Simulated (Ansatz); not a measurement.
Reaction (atomization): `CC(C)[NH][Sn]([Cl])([Cl])[NH]C(C)C` → 6 C• + 2 Cl• + 16 H• + 2 N• + Sn•

Computed with Ansatz on PBE0-D4/def2-TZVP structures; ΔE is electronic, products minus reactants. CBS: MP2 limit from def2 TZ/QZ plus the TZ coupled-cluster correction, frozen cores. This one scheme is used for every species, atoms too. DFT in def2-TZVPP. Open shells (•) are unrestricted, without spin–orbit coupling. Spin–orbit coupling would lower the free atoms: a little for C, Cl; strongly for Sn. Elements past krypton have def2 core potentials. Bonds to Sn are less sure, by a few kJ/mol each and by 10 to 20 or more in all where they break to atoms, as the def2 sets lack core-valence functions. Each species was taken in one conformer, which may not be the lowest.

| level | ΔE (kcal/mol) |
| --- | --- |
| BHLYP-D4 | 2358.2 |
| PBE | 2450.3 |
| revPBE | 2358.9 |
| HF/def2-QZVPP | 1758.2 |

What does CCSD(T)/CBS give? (Estimate.)

Ansatz gave: +2427.0 kcal/mol. The listed levels differ from it by -68.8, 23.3, -68.1, -668.8 kcal/mol.

Largest T1 diagnostic among the species: 0.011.

In def2-TZVPP, CCSD(T) changes the Hartree–Fock value by +607.3 kcal/mol (the triples alone add +37.2 kcal/mol) and MP2 by +637.6 kcal/mol; breaking electron pairs costs correlation energy, which Hartree–Fock lacks. The D4 term adds +31.0 kcal/mol with B3LYP and +17.1 kcal/mol with PBE0; it sums over pairs of atoms, weighted by their polarisabilities, and B3LYP, whose exchange is more repulsive, gets the larger term.

B3LYP here is the variant with VWN-RPA as its local correlation; programs differ in this.

For atomizations the MP2-based limit and the directly extrapolated one differ by several kJ/mol either way, and by 10 to 25 for some Ge, Se and Sn compounds, so smaller differences from it don't rank the levels.
